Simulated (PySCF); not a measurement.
**How methods differ on the excitation energy of W⁺**

W⁺ [Xe] 4f14 5d4 6s1 (6D) → W⁺ [Xe] 4f14 5d3 6s2 (4F), as a difference of total energies. All numbers are calculated (PySCF 2.14, a scalar-relativistic core potential, in aug-cc-pVDZ-PP with ECP60MDF (5s5p4d2f, 54 functions)). Correlated levels: valence: 5s2 5p6 frozen. The calculations carry no spin-orbit coupling.

| method | excitation energy (eV) |
| --- | --- |
| UHF | 2.505 |
| MP2 (valence) | 1.904 |
| SCS-MP2 (valence) | 1.341 |
| CCSD (valence) | 1.648 |
| CCSD(T) (valence) | 1.513 |

Problem. How much does correlation contribute at CCSD(T) (valence)?

Solution. 1.513 − (2.505) = -0.992 eV, measured against UHF.
